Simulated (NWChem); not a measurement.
System: C2H5NSi; SMILES C#C[SiH2]N

Here is an NWChem input.

```
start job
memory heap 200 mb stack 900 mb global 1100 mb
geometry units angstroms noautosym nocenter noautoz
  C      0.286024    -2.372137     0.041652
  C     -0.030172    -1.196852     0.025319
  Si    -0.524050     0.574905    -0.027257
  N      0.895038     1.555798     0.001116
  H      0.565830    -3.410696     0.061943
  H     -1.325048     0.921667     1.182435
  H     -1.409387     0.720114    -1.227919
  H      0.829581     2.519587     0.306964
  H      1.614636     1.441180    -0.703371
end
basis spherical
  * library 6-31g*
end
dft
  xc m05-2x
  iterations 150
end
cosmo
  do_cosmo_smd true
  solvent acetntrl
end
task dft energy
```

NWChem printed, in part:

```
             Northwest Computational Chemistry Package (NWChem) 7.3.0
             --------------------------------------------------------

                             Geometry "geometry" -> ""
                             -------------------------

 Output coordinates in angstroms (scale by  1.889725989 to convert to a.u.)

  No.       Tag          Charge          X              Y              Z
 ---- ---------------- ---------- -------------- -------------- --------------
    1 C                    6.0000     0.28602400    -2.37213700     0.04165200
    2 C                    6.0000    -0.03017200    -1.19685200     0.02531900
    3 Si                  14.0000    -0.52405000     0.57490500    -0.02725700
    4 N                    7.0000     0.89503800     1.55579800     0.00111600
    5 H                    1.0000     0.56583000    -3.41069600     0.06194300
    6 H                    1.0000    -1.32504800     0.92166700     1.18243500
    7 H                    1.0000    -1.40938700     0.72011400    -1.22791900
    8 H                    1.0000     0.82958100     2.51958700     0.30696400
    9 H                    1.0000     1.61463600     1.44118000    -0.70337100

 Effective nuclear repulsion energy (a.u.)     139.5792109882

                                 NWChem DFT Module
                                 -----------------

 Summary of "ao basis" -> "ao basis" (spherical)
 ------------------------------------------------------------------------------
       Tag                 Description            Shells   Functions and Types
 ---------------- ------------------------------  ------  ---------------------
 C                           6-31g*                  6       14   3s2p1d
 Si                          6-31g*                  8       18   4s3p1d
 N                           6-31g*                  6       14   3s2p1d
 H                           6-31g*                  2        2   2s

 in cosmo_initialize ...
 calling solv_data for solv:acetntrl

 solvent parameters
 solvname_short: acetntrl
 solvname_long:  acetonitrile
 dielec:       35.6880
 dielecinf:     1.8069
 nonaqueous SMD model solvent descriptors
 dielec:       35.6880
 sola:          0.0700
 solb:          0.3200
 solc:          0.0000
 solg:         41.2500
 solh:          0.0000
 soln:          1.3442

          ---------------
          -cosmo- solvent
          ---------------
 Cosmo: York-Karplus, doi: 10.1021/jp992097l
 dielectric constant -eps-     =  35.69
 screen = (eps-1)/(eps    )    =   0.97198
 surface charge correction     = lagrangian

   van der Waals surface
 --------------------------

 ---------- ATOMIC COORDINATES (A.U.) ------------ VDWR(ANG.) --
     1    0.54050699   -4.48268894    0.07871087     1.850
     2   -0.05701681   -2.26172233    0.04784597     1.850
     3   -0.99031090    1.08641292   -0.05150826     2.470
     4    1.69137657    2.94003191    0.00210893     1.890
     5    1.06926366   -6.44528087    0.11705530     1.200
     6   -2.50397764    1.74169808    2.23447815     1.200
     7   -2.66335524    1.36081814   -2.32043045     1.200
     8    1.56768078    4.76132903    0.58007785     1.200
     9    3.05121961    2.72343530   -1.32917846     1.200
 number of segments per atom =        128
 number of   points per atom =        128
 atom (   nspa,  nppa )
 ----------------------
    1 (     81,     0 )       0
    2 (     43,     0 )       0
    3 (     82,     0 )       0
    4 (     61,     0 )       0
    5 (     51,     0 )       0
    6 (     33,     0 )       0
    7 (     33,     0 )       0
    8 (     44,     0 )       0
    9 (     45,     0 )       0
 number of -cosmo- surface points =      473
 molecular surface =    117.094 angstrom**2
 molecular volume  =     99.578 angstrom**3
 -lineq- algorithm             =   0
 -bem- low  level              =   3
 -bem- from -octahedral-
 gaussian surface charge width =   4.50000
 degree of switching           =   1.00000
 switching function tolerance  =   0.00010
 atomic radii =
 --------------
    1  6.000  1.850
    2  6.000  1.850
    3 14.000  2.470
    4  7.000  1.890
    5  1.000  1.200
    6  1.000  1.200
    7  1.000  1.200
    8  1.000  1.200
    9  1.000  1.200
 ...... end of -cosmo- initialization ......

 nat:                     9
 ixmem:                  4523
 calling mnsol_interface()
 G(SMD-CDS) energy (kcal/mol)  =     2.527
 SMD-CDS SASA (angstrom**2)    =   140.446

            General Information
            -------------------
          SCF calculation type: DFT
          Wavefunction type:  closed shell.
          No. of atoms     :     9
          No. of electrons :    38
           Alpha electrons :    19
            Beta electrons :    19
          Charge           :     0
          Spin multiplicity:     1
          Use of symmetry is: off; symmetry adaption is: off
          Maximum number of iterations: 150
          AO basis - number of functions:    70
                     number of shells:    36
          Convergence on energy requested:  1.00D-06
          Convergence on density requested:  1.00D-05
          Convergence on gradient requested:  5.00D-04

              XC Information
              --------------
                       M05-2X Method XC Functional
                     Hartree-Fock (Exact) Exchange  0.560
                M05-2X metaGGA Exchange Functional  0.440
                      M05-2X Correlation Potential  1.000

             Grid Information
             ----------------
          Grid used for XC integration:  medium
          Radial quadrature: Mura-Knowles
          Angular quadrature: Lebedev.
          Tag              B.-S. Rad. Rad. Pts. Rad. Cut. Ang. Pts.
          ---              ---------- --------- --------- ---------
          C                   0.70       49          12.0       434
          Si                  1.10       88          10.0       590
          N                   0.65       49          12.0       434
          H                   0.35       45          13.0       434
          Grid pruning is: on
          Number of quadrature shells:   460
          Spatial weights used:  Erf1

      Superposition of Atomic Density Guess
      -------------------------------------

 Sum of atomic energies:        -420.92271676

      Non-variational initial energy
      ------------------------------

 Total energy =    -422.705495
 1-e energy   =    -854.425490
 2-e energy   =     292.140784
 HOMO         =      -0.325304
 LUMO         =       0.011596

   convergence    iter        energy       DeltaE   RMS-Dens  Diis-err
 ---------------- ----- ----------------- --------- --------- ---------
     COSMO gas phase
 d= 0,ls=0.0,diis     1   -423.3084363804 -5.63D+02  9.92D-03  4.06D-01
 d= 0,ls=0.0,diis     2   -423.3385177724 -3.01D-02  4.39D-03  1.98D-01
 d= 0,ls=0.0,diis     3   -423.3576828897 -1.92D-02  1.55D-03  2.99D-02
 d= 0,ls=0.0,diis     4   -423.3606393864 -2.96D-03  5.63D-04  4.57D-03
 d= 0,ls=0.0,diis     5   -423.3611977965 -5.58D-04  1.36D-04  1.90D-04
  Resetting Diis
 d= 0,ls=0.0,diis     6   -423.3612212893 -2.35D-05  4.16D-05  1.01D-05
 d= 0,ls=0.0,diis     7   -423.3612228096 -1.52D-06  1.35D-05  4.15D-07
 d= 0,ls=0.0,diis     8   -423.3612228541 -4.45D-08  5.09D-06  2.05D-07

   convergence    iter        energy       DeltaE   RMS-Dens  Diis-err
 ---------------- ----- ----------------- --------- --------- ---------
     COSMO solvation phase
 d= 0,ls=0.0,diis     1   -423.3677034169 -6.48D-03  1.95D-03  4.10D-03
 d= 0,ls=0.0,diis     2   -423.3688243466 -1.12D-03  5.45D-04  9.71D-04
 d= 0,ls=0.0,diis     3   -423.3689071215 -8.28D-05  2.45D-04  6.01D-04
 d= 0,ls=0.0,diis     4   -423.3689856932 -7.86D-05  9.81D-05  3.37D-05
 d= 0,ls=0.0,diis     5   -423.3689906340 -4.94D-06  2.34D-05  1.64D-06
 d= 0,ls=0.0,diis     6   -423.3689908912 -2.57D-07  5.44D-06  1.99D-07

         Total DFT energy =     -423.368990891227
      One electron energy =     -858.711741943340
           Coulomb energy =      335.895465703441
    Exchange-Corr. energy =      -40.491754021939
 Nuclear repulsion energy =      139.579210988218

             COSMO energy =        0.359828382392

 Numeric. integr. density =       38.000003878585

                                COSMO-SMD solvation results
                                ---------------------------

             internal energy in gas <Psi(g)|H|Psi(g)> =      -423.361222854065
         internal energy in solvent <Psi(s)|H|Psi(s)> =      -423.359728516344
                               delta internal energy  =         0.001494337722 (    0.94 kcal/mol)
   total free energy in solvent <Psi(s)|H+V/2|Psi(s)> =      -423.373018066368
 polarization energy contribution <Psi(s)|V/2|Psi(s)> =        -0.013289550025 (   -8.34 kcal/mol)
    total free energy in solvent including G(SMD-CDS) =      -423.368990891227
                       G(SMD-CDS) energy contribution =         0.004027175141 (    2.53 kcal/mol)
     1 M fixed-concentration free energy of solvation =        -0.007768037162 (   -4.87 kcal/mol)

                       DFT Final Molecular Orbital Analysis
                       ------------------------------------

 Vector   17  Occ=2.000000D+00  E=-3.544524D-01
              MO Center=  9.5D-02, -1.6D+00,  4.0D-02, r^2= 1.9D+00
   Bfn.  Coefficient  Atom+Function         Bfn.  Coefficient  Atom+Function
  ----- ------------  ---------------      ----- ------------  ---------------
    17      0.378146  2 C  px                 3      0.372962  1 C  px
    21      0.243980  2 C  px                 7      0.239313  1 C  px
     4      0.106827  1 C  py                49      0.085898  4 N  px
    18      0.082166  2 C  py                64      0.080031  6 H  s
    52     -0.071681  4 N  s                 53      0.069922  4 N  px

 Vector   18  Occ=2.000000D+00  E=-3.485904D-01
              MO Center=  3.9D-02, -1.4D+00,  4.4D-02, r^2= 2.6D+00
   Bfn.  Coefficient  Atom+Function         Bfn.  Coefficient  Atom+Function
  ----- ------------  ---------------      ----- ------------  ---------------
     5      0.377819  1 C  pz                19      0.362785  2 C  pz
     9      0.245280  1 C  pz                23      0.240762  2 C  pz
    64     -0.137756  6 H  s                 37     -0.112833  3 Si pz
    66      0.113354  7 H  s                 51     -0.087613  4 N  pz
    63     -0.088046  6 H  s                 55     -0.085804  4 N  pz

 Vector   19  Occ=2.000000D+00  E=-3.200249D-01
              MO Center=  4.7D-01,  1.3D+00, -8.3D-02, r^2= 2.3D+00
   Bfn.  Coefficient  Atom+Function         Bfn.  Coefficient  Atom+Function
  ----- ------------  ---------------      ----- ------------  ---------------
    51      0.408413  4 N  pz                55      0.367581  4 N  pz
    66      0.278079  7 H  s                 49      0.248498  4 N  px
    53      0.224093  4 N  px                50     -0.191372  4 N  py
    54     -0.173576  4 N  py                65      0.148670  7 H  s
    64     -0.135236  6 H  s                 52      0.108467  4 N  s

 Vector   20  Occ=0.000000D+00  E= 3.767288D-02
              MO Center= -1.5D-01, -6.6D-01, -4.0D-02, r^2= 4.6D+00
   Bfn.  Coefficient  Atom+Function         Bfn.  Coefficient  Atom+Function
  ----- ------------  ---------------      ----- ------------  ---------------
    52      0.602433  4 N  s                 39     -0.538082  3 Si px
     7      0.438478  1 C  px                40     -0.411828  3 Si py
     3      0.307351  1 C  px                21     -0.295739  2 C  px
    64     -0.293964  6 H  s                 17     -0.192373  2 C  px
    35     -0.191906  3 Si px                41      0.169622  3 Si pz

 Vector   21  Occ=0.000000D+00  E= 5.821039D-02
              MO Center= -3.4D-02, -1.2D+00,  3.5D-02, r^2= 3.4D+00
   Bfn.  Coefficient  Atom+Function         Bfn.  Coefficient  Atom+Function
  ----- ------------  ---------------      ----- ------------  ---------------
     9      0.580557  1 C  pz                23     -0.485765  2 C  pz
    41     -0.417999  3 Si pz                64      0.408101  6 H  s
    66     -0.405304  7 H  s                  5      0.359756  1 C  pz
    19     -0.280171  2 C  pz                40     -0.254274  3 Si py
    37     -0.197264  3 Si pz                52      0.149382  4 N  s

 Vector   22  Occ=0.000000D+00  E= 1.111651D-01
              MO Center= -6.4D-01,  7.0D-01, -6.1D-02, r^2= 4.9D+00
   Bfn.  Coefficient  Atom+Function         Bfn.  Coefficient  Atom+Function
  ----- ------------  ---------------      ----- ------------  ---------------
    40      1.346121  3 Si py                20      0.768160  2 C  s
    22      0.506674  2 C  py                39     -0.490339  3 Si px
    64     -0.440394  6 H  s                 66     -0.309673  7 H  s
    21     -0.292101  2 C  px                 8      0.272404  1 C  py
    38     -0.271068  3 Si s                 36      0.253840  3 Si py

     Multipole analysis of the density
     ---------------------------------

     L   x y z        total         alpha         beta         nuclear
     -   - - -        -----         -----         ----         -------
     0   0 0 0     -0.000000    -19.000000    -19.000000     38.000000

     1   1 0 0      0.391028     -0.503014     -0.503014      1.397056
     1   0 1 0      0.326475      0.430469      0.430469     -0.534464
     1   0 0 1     -0.314003      0.175503      0.175503     -0.665010

     2   2 0 0    -23.595161    -42.698555    -42.698555     61.801949
     2   1 1 0      0.013372     -3.433068     -3.433068      6.879508
     2   1 0 1     -1.746138     -0.144051     -0.144051     -1.458036
     2   0 2 0    -14.773430   -159.788856   -159.788856    304.804282
     2   0 1 1     -0.340444      2.022114      2.022114     -4.384673
     2   0 0 2    -24.931141    -18.756711    -18.756711     12.582280
```

Level: M05-2X/6-31G* (spherical d), SMD on the gas-phase geometry. Geometry: optimised at PBE0/def2-SVP. Solvent: acetonitrile.
